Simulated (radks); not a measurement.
The numbers below are computed, except where a source is named.
W65+, configuration [He] 2s2 2p5 (the NIST ground configuration).

Code: a radial shooting solver on a logarithmic mesh with Libxc functionals. Model: scalar-relativistic Kohn-Sham, exchange-only LDA, spin-polarised, spherical densities, point nucleus; open shells are filled with parallel spins first (spin-orbit coupling, left out, can overturn this in heavy ions).

Energy parts (eV):
| part | energy |
|---|---|
| total | -284625.23 |
| kinetic | 324608.20 |
| electron-nucleus | -624412.29 |
| Hartree | 18265.98 |
| exchange | -3087.12 |

Orbitals (lengths in bohr, moments of r in powers of bohr; <r^-3> diverges for s and p1/2; r(90%) holds 90 % of the orbital's charge):
orbital  occ.  eigenvalue (eV)  <r^-3>  r(90%)      <r>       <r^4>
1s up       1        -75573.21       -  0.0334  0.01833   5.784e-07
1s down     1        -75555.75       -  0.0334  0.01833   5.780e-07
2s up       1        -17638.79       -   0.117  0.07601  0.00007904
2s down     1        -17614.66       -   0.118  0.07605  0.00007923
2p up       3        -16212.44   20750   0.110  0.06765  0.00006005
2p down     2        -16184.28   20730   0.110  0.06770  0.00006026
3s up       0        -7368.814       -   0.262   0.1803    0.001999
3s down     0        -7361.937       -   0.262   0.1804    0.002005
3p up       0        -6948.711    6020   0.260   0.1759    0.001930
3p down     0        -6941.034    6010   0.261   0.1761    0.001937

The highest occupied level is 2p down at -16184.3 eV. The density falls to 0.001 e/bohr^3 at r = 0.31 bohr. For comparison, the ionisation energy in NIST's Atomic Spectra Database is 15896 eV (semi-empirical). In exact Kohn-Sham theory the highest level is minus the ionisation energy, but local and semilocal functionals leave it too shallow, through self-interaction and a potential that decays too fast; potentials with the right tail come closer. Summed over all electrons, <r^2> = 0.04240 bohr^2, which gives a Langevin (diamagnetic) susceptibility term of -0.0336 x 10^-6 cm^3/mol.
